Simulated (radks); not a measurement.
The oxygen anion O- inside a hard spherical wall (all orbitals vanish at R), configuration held at [He] 2s2 2p5 and not refilled when levels cross. Method: non-relativistic Kohn-Sham, r2SCAN, spin-polarised, spherical densities, point nucleus; open shells are filled with parallel spins first; meta-GGA in the generalised Kohn-Sham scheme; computed with a radial shooting solver on a logarithmic mesh with Libxc functionals. Eigenvalues in eV for spin up, with the zero of energy where the potential of the charges vanishes at infinity; a dash marks a level that is unbound or too diffuse for the functional's potential to be trusted. A positive occupied level is held by the wall or, in an anion where self-interaction has pushed it up, behind a barrier. The pressure on the wall is -dE/dV.

| R (bohr) | E (hartree) | kinetic (hartree) | e(1s) | e(2s) | e(2p) | e(3s, empty) | e(3p, empty) | pressure (GPa) |
|---|---|---|---|---|---|---|---|---|
| 15 | -75.09722 | 74.873 | -508.07 | -15.191 | 0.373 | 3.409 | 3.808 | 0.00223 |
| 12 | -75.09646 | 74.872 | -507.80 | -14.912 | 0.632 | 4.302 | 5.007 | 0.00557 |
| 10 | -75.09546 | 74.874 | -507.58 | -14.693 | 0.835 | 5.295 | 6.401 | 0.0175 |
| 6 | -75.07977 | 74.933 | -506.17 | -13.483 | 1.985 | 10.882 | 14.287 | 0.923 |
| 3 | -74.57323 | 76.792 | -492.13 | -4.365 | 12.099 | 49.825 | 56.371 | 215 |
| 2.5 | -73.89312 | 78.960 | -480.85 | 2.972 | 20.379 | 80.224 | 85.029 | 802 |
| 2 | -72.01301 | 84.122 | -458.99 | 19.096 | 37.721 | 144.45 | 142.06 | 3640 |
